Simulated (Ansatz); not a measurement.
This geometry of ClGaH2 (4 atoms, charge 0, multiplicity 1) is a first-order saddle point.

Method: RKS B3LYP/def2-SVP in Ansatz 0.2.0.

```xyz
4
Properties=species:S:1:pos:R:3
Ga -0.352 0.000 0.492
H 1.033 0.000 1.406
Cl 2.236 0.000 0.217
H -0.959 0.000 -0.985
```

(1) Which two structures does it join? (They come from a converged band through this point; their orientation in space is the band's.)

(2) How far does it lie above each of them?

## Answers

(1) Bonds broken: Ga1–H2, Ga1–Cl3. Bonds formed: H2–Cl3. ClGaH2 becomes ClH + GaH.

Initial state:

```xyz
4
Properties=species:S:1:pos:R:3
Ga 0.293 0.000 0.355
H 0.152 0.000 1.910
Cl 2.331 0.000 -0.393
H -0.819 0.000 -0.741
```

Final state:

```xyz
4
Properties=species:S:1:pos:R:3
Ga -1.144 0.000 0.145
H 1.861 0.000 1.874
Cl 1.890 0.000 0.582
H -0.649 0.000 -1.470
```

(2) 52.7 kcal/mol above the first and 11.9 kcal/mol above the second. This is the barrier of this one path; another mechanism may lie lower. The orbitals stay closed-shell, which can raise the energy where a bond breaks towards radicals; this wasn't checked here.

Run time: 120 s on 1 thread of Arm Neoverse V1, on a shared host, peak memory 0.12 GiB.
